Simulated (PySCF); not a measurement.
C2H7InO. Atoms are numbered in the order given.

```xyz
11

In    -0.2834    -0.5401     0.0000
H     -1.1888    -2.0092     0.0000
C     -0.7019     1.6096     0.0000
C      0.5644     2.4675     0.0000
H     -1.3306     1.8162    -0.8818
H     -1.3306     1.8162     0.8818
H      1.1914     2.2767     0.8866
H      1.1914     2.2767    -0.8866
H      0.3262     3.5459     0.0000
O      1.7008    -0.9466     0.0000
H      2.2472    -0.1489     0.0000
```

Coordinates come from a B3LYP-D3(BJ)/def2-SVP optimisation. The structure was generated by enumeration; whether it is a known compound was not checked. The def2 effective core potentials stand for the cores of In; spin–orbit coupling is left out. Other conformers were not sampled.

Level of theory: B3LYP-D3(BJ)/def2-SVP (PySCF).

Frequencies are harmonic and unscaled.

Task: Give all harmonic wavenumbers and intensities. (An estimate is asked for; the answer gives what the named calculation found.)

Result: 
```tsv
mode	ν (cm⁻¹)	IR (km/mol)	Raman (Å⁴/amu)	depolarisation	moving atoms (share of kinetic energy)
1	53	0.0	1.1	0.75	H 51 %, C 31 %, O 15 %
2	88	8.5	1.4	0.75	O 54 %, C 23 %, H 18 %
3	205	8.7	0.4	0.75	H 92 %
4	243	11.1	2.9	0.49	C 56 %, H 22 %, In 18 %
5	315	107.9	3.5	0.75	H 87 %, O 9 %
6	434	5.2	3.7	0.75	H 97 %
7	463	44.0	43.7	0.35	H 84 %, C 13 %
8	470	41.9	11.9	0.14	C 57 %, H 34 %, In 9 %
9	582	56.7	10.4	0.24	O 86 %, In 11 %
10	631	31.6	1.0	0.75	H 81 %, C 18 %
11	764	130.0	5.2	0.75	H 92 %
12	935	2.4	0.0	–	H 92 %
13	960	5.8	2.7	0.47	H 81 %, C 19 %
14	1036	9.1	9.1	0.75	C 73 %, H 27 %
15	1186	18.5	41.2	0.27	H 68 %, C 32 %
16	1242	1.9	1.5	0.75	H 76 %, C 24 %
17	1398	6.0	8.5	0.62	H 82 %, C 18 %
18	1438	1.7	10.5	0.75	H 90 %, C 10 %
19	1472	1.2	12.8	0.70	H 96 %
20	1478	6.7	20.2	0.75	H 97 %
21	1786	241.8	343.9	0.25	H 99 %
22	3012	41.3	188.2	0.08	H 97 %
23	3044	10.1	134.7	0.15	H 95 %
24	3081	26.4	129.6	0.63	H 91 %, C 9 %
25	3086	0.3	135.4	0.75	H 91 %, C 9 %
26	3104	31.3	15.8	0.75	H 91 %, C 9 %
27	3827	20.8	103.3	0.24	H 94 %
```
